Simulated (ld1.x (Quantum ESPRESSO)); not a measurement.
Values are calculated unless marked as measured or tabulated.
Potentials for P compared

Generated with ld1.x 7.5 (TM, RRKJ, ultrasoft, PAW), atompaw 4.2 or ONCVPSP 4.0.1. The cutoff is in Ry: for ld1.x and atompaw files where the sum of valence levels is converged to 10 mRy in a Bessel basis, for ONCV files where the hardest occupied wave has 1 mHa per electron of residual kinetic energy. The error is the largest all-electron minus pseudo excitation energy over each file’s own four to seven test configurations (ionisations up to +4, promotions, holes and added fractions of an electron), all of which were solved. The labels leave out finer settings (local radius, basis sizes, second energies), which also bear on the numbers. Spin-polarised tests are not counted. The rows are a selection from randomly drawn settings: files with unsolved tests, undetermined cutoffs or missed reference levels are left out.

| potential | cutoff (Ry) | largest error (meV) | bound ghosts |
| --- | --- | --- | --- |
| TM semilocal, Wu–Cohen, non-relativistic, rc 1.30/1.80/1.40 (spd), local d, core correction no, reference 3s2 3p2.5 | 40 | +89 | none |
| ultrasoft, PBE, non-relativistic, rc 1.80/1.35/1.40 (spd), local smoothed, core correction yes, reference 3s2 3p3 | 18 | +25 | none |
| TM, PBEsol, non-relativistic, rc 1.55/1.40/1.65 (spd), local smoothed, core correction yes, reference 3s2 3p3 | 40 | +98 | none |

Task: Fill in the row for P: ultrasoft, PBE, non-relativistic, rc 1.70/1.75/1.85 (spd), local smoothed, core correction no, reference 3s2 3p1.5.

Result: cutoff 12 Ry, largest error +148 meV, bound ghosts: none.

Task: Fill in the row for P: ultrasoft, PBE, non-relativistic, rc 1.65/2.05/1.75 (spd), local d, core correction no, reference 3s1.75 3p3.25.

Result: cutoff 15 Ry, largest error +102 meV, bound ghosts: none.
